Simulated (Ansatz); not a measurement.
One change: `C=[N][InH2]` becomes `BN=C`.

Ansatz, PBE0-D4/def2-TZVP geometries, multiplicity 1. 

Elements past krypton have def2 core potentials.

| property | `C=[N][InH2]` |
| --- | --- |
| HOMO–LUMO gap (ωB97M-V/def2-TZVPP) / eV | 8.14 |
| LUMO energy (PBE/def2-TZVPP) / eV | -2.65 |
| HOMO energy (ωB97M-V/def2-TZVPP) / eV | -8.47 |
| HOMO energy (PBE0/def2-TZVPP) / eV | -6.24 |
| HOMO–LUMO gap (PBE0/def2-TZVPP) / eV | 4.38 |
| LUMO energy (PBE0/def2-TZVPP) / eV | -1.86 |

(1) What does the change do to each property? (An estimate is asked.)

## Answers

(1) Computed: 
```csv
property,`BN=C`,shift
HOMO–LUMO gap (ωB97M-V/def2-TZVPP) / eV,11.52,3.38
LUMO energy (PBE/def2-TZVPP) / eV,-2.00,0.65
HOMO energy (ωB97M-V/def2-TZVPP) / eV,-10.24,-1.77
HOMO energy (PBE0/def2-TZVPP) / eV,-7.92,-1.68
HOMO–LUMO gap (PBE0/def2-TZVPP) / eV,7.01,2.63
LUMO energy (PBE0/def2-TZVPP) / eV,-0.91,0.95
```

With PBE0 the HOMO falls by 1.68 eV and the LUMO rises by 0.95 eV, so the gap widens by about 2.63 eV. PBE moves the HOMO by -1.64 eV and ωB97M-V by -1.77 eV.
